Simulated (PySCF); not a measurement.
SMILES C[Si](C)(C)[Si](C)(O)O, GFN2-xTB optimised geometry. Atoms within 1.6 Å of the plane z = 1.5 Å (x, y, z in Å): Si1 (-1.16, 0.01, 0.00), C2 (-1.86, -0.90, 1.54), C4 (-1.90, 1.77, 0.00), Si5 (1.16, 0.01, 0.00), C6 (1.90, -1.76, -0.02), O7 (1.78, 0.86, 1.24), H9 (-2.94, -0.93, 1.52), H10 (-1.50, -1.93, 1.59), H11 (-1.57, -0.41, 2.46), H15 (-1.58, 2.33, 0.87), H17 (-2.99, 1.75, 0.00), H18 (1.59, -2.33, 0.85), H19 (2.99, -1.72, -0.02), H21 (1.71, 0.54, 2.14).

Calculation: PBE0/def2-SVP in PySCF. Cells within 0.4 Å of a nucleus heavier than hydrogen are left out (blank, or x).

Map of the electrostatic potential (hartree/e), clipped to [-0.08, 0.12] on the plane z = 1.5 Å:

```
|333333333333333333333333333|
|333333333333333333333333333|
|333333333333333322222223333|
|333333333333333222222222333|
|333333333443332222222222233|
|333333344544332222112222223|
|333333347864332211111122223|
|333333348974332100000112223|
|333333346764332100000012223|
|333333344444332139930012223|
|333333334444443399992012223|
|33333334456655469xx93112223|
|333333456677656899993122233|
|444445699987667899963223333|
|444579999997667898653333333|
|44469999xx98556777544333333|
|44469999x997555665544333333|
|444579999996445555544433333|
|344444579998444568654333333|
|333333359997444589854333333|
|333333346875444579754333333|
|333333344554444456544333333|
|333333344444444444443333333|
|333333344444444444443333333|
|333333344444444444443333333|
|333333334444444444433333333|
|333333334444444444333333333|
```
Scale: ten equal steps from -0.074 (start of '0') to 0.120 (end of '9'), in the order '0123456789'; x runs from -5.00 to 5.00, y from -5.00 (bottom) to 5.00 (top).
